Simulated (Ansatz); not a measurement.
`F[CH]1[S][GeH2]1` + H₂O → `O[CH]1[S][GeH2]1` + H–F  (formal hydrolysis of a C–F bond)

Program: Ansatz. Geometries: PBE0-D4/def2-TZVP. ΔE: electronic, gas phase. CCSD(T)/CBS adds triple-zeta CCSD(T) − MP2 to the extrapolated MP2 energy (def2 sets, frozen cores). This one scheme is used for every species. Functionals use def2-TZVPP. B3LYP here is the variant with VWN-RPA as its local correlation; programs differ in this. For Ge outer-core shells are correlated without core-valence functions, which leaves a few kJ/mol of doubt a bond. Scalar relativity is left out up to krypton. Each species was taken in one conformer, which may not be the lowest.

```tsv
level	ΔE (kJ/mol)
B3LYP-D4	5.2
CCSD/CBS(def2)	0.2
```

What does CCSD(T)/CBS give? (An estimate is asked.)

Computed: -0.9 kJ/mol. The listed levels differ from it by 6.1, 1.1 kJ/mol.

Largest T1 diagnostic among the species: 0.013.

In def2-TZVPP, CCSD(T) changes the Hartree–Fock value by −9.5 kJ/mol (the triples alone add −1.1 kJ/mol) and MP2 by −14.9 kJ/mol. The D4 term adds −3.5 kJ/mol with B3LYP and −1.9 kJ/mol with PBE0; it sums over pairs of atoms, weighted by their polarisabilities, and B3LYP, whose exchange is more repulsive, gets the larger term.
